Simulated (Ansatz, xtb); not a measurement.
Relative energy of two isomers of C4H7FGe

We compare I, `[F][GeH]1[CH2]C=C[CH2]1`, a singlet, with II, `FC1=C[CH2][GeH2][CH2]1`, a singlet. Both are isolated molecules in the gas phase, relaxed with PBE0-D3(BJ)/def2-SVP; the shapes shown needn't be the lowest conformers.

I (Å):

```xyz
13

C     1.3226    0.6530    0.2161
C     1.8057   -0.4641   -0.6691
C     1.1276   -0.8020   -1.7776
C    -0.1312   -0.0713   -2.1602
F    -1.6990    0.6663    0.3173
Ge   -0.3420    1.1748   -0.6679
H    -0.6041    2.6600   -0.9602
H     1.1327    0.3165    1.2490
H     2.0513    1.4784    0.2804
H     2.7193   -1.0043   -0.3969
H     1.4853   -1.6191   -2.4138
H    -0.0378    0.4376   -3.1343
H    -1.0001   -0.7461   -2.2371
```

II (Å):

```xyz
13

C     0.2273   -0.7203   -0.0465
C     0.5922    0.4758    0.4324
C     1.0235    1.5495   -0.5231
C     0.2275   -1.0444   -1.5032
F    -0.1633   -1.7050    0.7685
Ge    0.8545    0.6579   -2.2783
H     0.5703    0.6504    1.5127
H     2.0565    1.8844   -0.3319
H     0.3849    2.4457   -0.4559
H    -0.1885    1.3073   -3.2047
H     2.1891    0.5117   -3.0299
H    -0.7798   -1.3308   -1.8463
H     0.8977   -1.8917   -1.7211
```

Quicker runs give these differences E(II) − E(I): GFN2-xTB +27.1 kcal/mol; HF/STO-3G −1.8 kcal/mol (at GFN2-xTB geometries); r2SCAN-D4/def2-SVP +26.4 kcal/mol (at GFN2-xTB geometries).

**Question.** Estimate E(II) − E(I) at the level CCSD(T)/def2-SVP + ΔMP2/def2-TZVPP.

**Answer.** Calculated at CCSD(T)/def2-SVP + ΔMP2/def2-TZVPP: E(II) − E(I) = +31.4 kcal/mol, so structure I lies lower.

Level by level:

```csv
level,geometry,E(II) − E(I) (kcal/mol),departure from the last row (kcal/mol),"job, with rough time for the two"
GFN2-xTB,GFN2-xTB,+27.1,−4.3,"optimisation, 0.1 s"
HF/STO-3G,GFN2-xTB,−1.8,−33.2,"single point, 0.36 s"
r2SCAN-D4/def2-SVP,GFN2-xTB,+26.4,−5.0,"single point, 3.6 s"
PBE0-D3(BJ)/def2-SVP,PBE0-D3(BJ)/def2-SVP,+26.6,−4.9,"optimisation, 31 s"
HF/def2-SVP,PBE0-D3(BJ)/def2-SVP,+30.8,−0.6,part of the CCSD(T) run
MP2/def2-SVP,PBE0-D3(BJ)/def2-SVP,+31.7,+0.3,part of the CCSD(T) run
CCSD(T)/def2-SVP,PBE0-D3(BJ)/def2-SVP,+29.8,−1.6,single point
CCSD(T)/def2-SVP + ΔMP2/def2-TZVPP,PBE0-D3(BJ)/def2-SVP,+31.4,,"single point, 57 s"
```

As drawn, II has 1 C–F, 1 Ge–H in place of 1 F–Ge, 1 C–H.

HF/STO-3G puts the two in the other order. The largest departure from CCSD(T)/def2-SVP + ΔMP2/def2-TZVPP is that of HF/STO-3G, 33.2 kcal/mol. The last row adds to CCSD(T) the change of the MP2 difference between the two basis sets, here +1.6 kcal/mol.

With thermal terms from frequencies at re-optimised GFN2-xTB minima (ideal gas, soft modes damped towards free rotors, one conformer each, 298.15 K, 1 atm): the zero-point term adds −0.9 kcal/mol; ΔH is +30.2 and ΔG +30.8 kcal/mol.

The correlated steps freeze 14 core orbitals; the filled d shell of Ge is correlated, in a basis made for valence electrons. Codes used: Ansatz 0.2.0, xtb 6.7.1; the last row on 4 threads of Arm Neoverse V2 on a shared host.
